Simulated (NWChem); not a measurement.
Basis-set dependence for CF (+1)

```
C
F 1 1.1535
```
Charge +1, spin multiplicity 1.

Program: NWChem. All single points use one geometry, from PBE0/def2-SVP, a minimum by its harmonic frequencies.

Hartree-Fock energies in Ha, correlation energies in mHa.

The correlated methods keep 2 core orbitals frozen. The Pople sets run with spherical d functions. The structure started from a generated list of species. Coupled-cluster values serve here as a point of comparison, not as the truth.

| basis | functions | RHF | MP2 | SCS-MP2 | CCSD | CCSD+T(CCSD) | CCSD(T) | CR-CCSD[T] | CR-CCSD(T) | CCSDT |
|---|---|---|---|---|---|---|---|---|---|---|
| 6-31G* | 28 | -136.84557 | -256.1 | -249.8 | -270.4 | -281.8 | -279.4 | -279.9 | -277.9 | -280.1 |
| def2-SVP | 28 | -136.72753 | -273.3 | -266.6 | -288.9 | -300.2 | -298.0 | -298.2 | -296.5 | -298.6 |
| def2-TZVP | 62 | -136.90701 | -346.1 | -340.9 | -358.4 | -374.3 | -372.5 | -371.7 | -370.2 | not run |
| def2-QZVP | 114 | -136.91345 | -375.6 | -372.5 | -384.3 | -401.7 | -400.0 | -398.9 | -397.5 | not run |

From def2-TZVP to def2-QZVP the Hartree-Fock energy moves by -6.4 mHa and the MP2 correlation energy by -29.4 mHa, which is 8 % of its value in the larger set.
